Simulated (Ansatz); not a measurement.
```xyz
9

F     1.281   -2.589   -0.236
Al    0.279   -1.302   -0.103
O    -1.200   -0.902   -0.878
C    -0.629    0.378   -0.871
O    -1.191    1.263    0.041
Al    0.335    1.030    0.833
H    -0.492    0.797   -1.869
H     0.280   -0.633    1.490
H     1.337    1.958    1.593
```

Charge 0, multiplicity 1. The bonds changed during the relaxation, so this is another structure than the one it started from.

Problem. List the PBE0/def2-TZVPP orbital energies in eV (Ansatz). (Estimate.)

Solution. Ansatz gave: Occupied: -1528.84, -1528.61, -673.57, -522.75, -522.72, -281.31, -114.69, -114.48, -74.75, -74.68, -74.65, -74.54, -74.48, -74.41, -32.57, -29.54, -27.46, -17.36, -15.03, -13.71, -13.22, -12.82, -12.29, -12.11, -11.61, -10.94, -9.99, -8.91, -8.80, -6.82. Lowest empty: -1.62, -0.97, -0.16, 0.03, 1.06, 1.38, 1.60, 2.62.
